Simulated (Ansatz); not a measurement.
The same ligand exchange along the group C, Si, Ge.

Calculated with Ansatz (gas phase, PBE0-D4/def2-TZVP geometries, no zero-point term in ΔE). CCSD(T)/CBS adds triple-zeta CCSD(T) − MP2 to the extrapolated MP2 energy (def2 sets, frozen cores). This one scheme is used for every species. Functionals use def2-TZVPP. For Ge outer-core shells are correlated without core-valence functions, which leaves a few kJ/mol of doubt a bond. Scalar relativity is left out up to krypton. One conformer a species, not always the lowest.

| reaction | CCSD(T)/CBS(def2) (eV) |
| --- | --- |
| `CCCCCC` + HCl → `CCCl` + `CCCC` | 0.13 |
| `[SiH3][SiH2][SiH2][SiH2][SiH2][SiH3]` + HCl → `[SiH3][SiH2]Cl` + `[SiH3][SiH2][SiH2][SiH3]` | -0.74 |
| `[GeH3][GeH2][GeH2][GeH2][GeH2][GeH3]` + HCl → `[Cl][GeH2][GeH3]` + `[GeH3][GeH2][GeH2][GeH3]` | ? |

Question: Fill in the missing values. (Estimate.)

Answer: Ansatz gave: `[GeH3][GeH2][GeH2][GeH2][GeH2][GeH3]` + HCl → `[Cl][GeH2][GeH3]` + `[GeH3][GeH2][GeH2][GeH3]`: -0.17 eV.

Largest T1 diagnostic: 0.014, for `[SiH3][SiH2][SiH2][SiH2][SiH2][SiH3]`.
